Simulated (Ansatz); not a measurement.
Total energies of ScF3 from Ansatz at PBE0-D4/def2-TZVP, gas phase (1 Eh = 27.2114 eV = 2625.5 kJ/mol). The reference geometry is relaxed at PBE0-D4/def2-TZVP.

Cartesian coordinates in Å:
```
Sc 0.001 0.002 -0.002
F 1.610 -0.174 0.868
F -0.311 -0.930 -1.554
F -1.300 1.101 0.688
```

```json
{"state": "charge 0 singlet", "geometry": "reference", "energy (Eh)": "-1060.15680"}
{"state": "charge 1 doublet", "geometry": "reference", "energy (Eh)": "-1059.65251"}
{"state": "charge 0 triplet", "geometry": "relaxed at PBE0-D4/def2-TZVP", "energy (Eh)": "-1059.92142"}
{"state": "charge 0 quintet", "geometry": "relaxed at PBE0-D4/def2-TZVP", "energy (Eh)": "-1059.67547"}
{"state": "free Sc atom (doublet)", "geometry": "–", "energy (Eh)": "-760.41828"}
{"state": "free F atom (doublet)", "geometry": "–", "energy (Eh)": "-99.67617"}
```

Work out the vertical ionisation energy to the doublet.

E(charge 1 doublet) − E(charge 0 singlet) = -1059.65251 − (-1060.15680) = 0.50429 Eh = 13.72 eV. For comparison, −ε of the highest occupied level is 11.20 eV at this level, 2.52 eV less.

Which of the charge 0 states is lowest, and how far above it are the others?

The singlet. triplet: -1059.92142 − (-1060.15680) = 0.23538 Eh = 618.0 kJ/mol; quintet: -1059.67547 − (-1060.15680) = 0.48133 Eh = 1263.7 kJ/mol. The quintet has fallen apart, so its energy is that of loose fragments and no spin gap. The quintet differs in its bonds from the reference.

What is the binding energy per atom against free atoms?

Atoms: 1 × (-760.41828) + 3 × (-99.67617) = -1059.44679 Eh. Binding: -1059.44679 − (-1060.15680) = 0.71001 Eh = 19.32 eV, or 4.83 eV for each of 4 atoms (no zero-point energy, no counterpoise term).

The structure comes from a short search, and lower isomers may exist.
